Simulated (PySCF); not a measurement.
**Electronic structure of Rh3+**

The free ion Rh3+ in its d6 configuration.

Method (PySCF 2.14, density fitting): CASSCF(6,5) with orbitals averaged over all microstates of the shell, strongly contracted NEVPT2 on the averaged canonical orbitals; basis x2c-TZVPall; spin-free X2C; gas phase; spin-orbit coupling by state interaction with the mean-field operator over all roots.

Spin-free states:

```csv
2S+1,deg.,free-ion term,CASSCF / cm⁻¹,NEVPT2 / cm⁻¹
5,5,5D 1.00,0,0
3,11,3H 1.00,19254,17927
3,3,3P 1.00,21686,19030
3,7,3F 1.00,22143,19921
3,9,3G 1.00,24040,21949
1,13,1I 1.00,28882,26940
3,5,3D 1.00,30739,27502
1,9,1G 1.00,30653,28280
1,1,1S 1.00,35628,32501
1,5,1D 1.00,37719,32936
1,7,1F 1.00,43238,38452
3,3,3P 1.00,51362,45597
3,7,3F 1.00,50906,45834
1,9,1G 1.00,57821,51992
1,5,1D 1.00,77553,69362
1,1,1S 1.00,100842,90606
```

Energies are counted from the ground state at NEVPT2 level. Weights follow the labels.

## Ligand-field fit

```csv
cm⁻¹,CASSCF,NEVPT2
B,957,840
C,3856,3538
```

Spin-orbit constant ζ = 1386 cm⁻¹.

## Magnetism

The lowest spin-orbit level is 9-fold with J = 4; the next lies at 1543.7 cm⁻¹. μeff is 6.71 μB at 300 K and 6.70 μB at 10 K; the free-ion value g_J√(J(J+1)) for the Hund's-rule level J = 4 is 6.71 μB.

```tsv
T / K	χT / cm³ K mol⁻¹	μeff / μB
2	5.605	6.70
5	5.605	6.70
10	5.606	6.70
20	5.607	6.70
30	5.608	6.70
50	5.610	6.70
75	5.613	6.70
100	5.616	6.70
150	5.621	6.71
200	5.627	6.71
250	5.632	6.71
300	5.637	6.71
```

Powder magnetisation at 2 K: 2.32 μB at 0.5 T, 3.84 μB at 1 T, 5.13 μB at 2 T, 5.56 μB at 3 T, 5.86 μB at 5 T, 5.94 μB at 7 T.

The job took 8.8 s on one thread of AMD EPYC 7R43 64-Core Processor (shared host), with 63 basis functions, launched as `OMP_NUM_THREADS=1 python lf_run.py task.json out`.
